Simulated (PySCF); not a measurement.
## Magnetic susceptibility: `F/C=C/[C@@H]1C[C@H]1F`, C5H6F2

Molfile (atoms numbered from 1):
```
C5H6F2
     RDKit          3D

 13 13  0  0  0  0  0  0  0  0999 V2000
    3.2599    0.1958   -0.9509 F   0  0  0  0  0  0  0  0  0  0  0  0
    2.2156    0.3478   -0.1203 C   0  0  0  0  0  0  0  0  0  0  0  0
    0.9981   -0.0319   -0.4663 C   0  0  0  0  0  0  0  0  0  0  0  0
   -0.1721    0.1141    0.4069 C   0  0  2  0  0  0  0  0  0  0  0  0
   -1.2779   -0.9196    0.3702 C   0  0  0  0  0  0  0  0  0  0  0  0
   -1.5102    0.4342   -0.2020 C   0  0  1  0  0  0  0  0  0  0  0  0
   -2.3218    1.2898    0.4775 F   0  0  0  0  0  0  0  0  0  0  0  0
    2.5042    0.7987    0.8172 H   0  0  0  0  0  0  0  0  0  0  0  0
    0.8359   -0.4741   -1.4386 H   0  0  0  0  0  0  0  0  0  0  0  0
    0.0285    0.5680    1.3688 H   0  0  0  0  0  0  0  0  0  0  0  0
   -1.1854   -1.7485   -0.3135 H   0  0  0  0  0  0  0  0  0  0  0  0
   -1.7641   -1.1611    1.3019 H   0  0  0  0  0  0  0  0  0  0  0  0
   -1.6150    0.5872   -1.2686 H   0  0  0  0  0  0  0  0  0  0  0  0
  1  2  1  0
  2  3  2  0
  3  4  1  0
  4  5  1  0
  5  6  1  0
  6  7  1  0
  6  4  1  0
  2  8  1  0
  3  9  1  0
  4 10  1  1
  5 11  1  0
  5 12  1  0
  6 13  1  6
M  END
```

Theory: PySCF 2.14.0, GIAO CAM-B3LYP/pcSseg-1 magnetisability, rotational g tensor and spin-rotation constants, non-relativistic, gas phase. Geometry: GFN2-xTB.

Q: What are the magnetisability and the molar susceptibility?

A: Isotropic -1020 × 10⁻³⁰ J/T², or -61.4 × 10⁻⁶ cm³/mol; principal values -1167, -989, -903 × 10⁻³⁰ J/T², anisotropy 233 × 10⁻³⁰ J/T² (root of half the summed squared differences of the principal values). The susceptibility is in cgs units.

Q: Split it along the inertial axes a, b, c into diamagnetic and paramagnetic parts about the centre of mass, with the quadrupole moment.

A: 
```csv
axis,χ (10⁻⁶ cm³/mol),diamagnetic (10⁻⁶ cm³/mol),paramagnetic (10⁻⁶ cm³/mol),summed x² of all electrons (Å²),quadrupole Θ (D Å)
a,-65.8,-229.9,164.1,235.8,-11.98
b,-60.9,-1086.7,1025.8,33.8,+2.67
c,-57.5,-1144.0,1086.4,20.4,+9.30
```
Anisotropies 2χaa − χbb − χcc = -13.1 and 2χbb − χaa − χcc = +1.5 × 10⁻⁶ cm³/mol. Θ is traceless in Buckingham's convention.

Q: And the rotational g tensor?

A: 
| axis | rotational constant (GHz) | g | nuclear part | electronic part |
| --- | --- | --- | --- | --- |
| a | 8.3861 | -0.0118 | 0.6348 | -0.6466 |
| b | 1.0729 | -0.0083 | 0.5088 | -0.5171 |
| c | 1.0152 | -0.0113 | 0.5069 | -0.5182 |

Asymmetric top; isotopes 12C, 19F, 1H; no vibrational averaging.
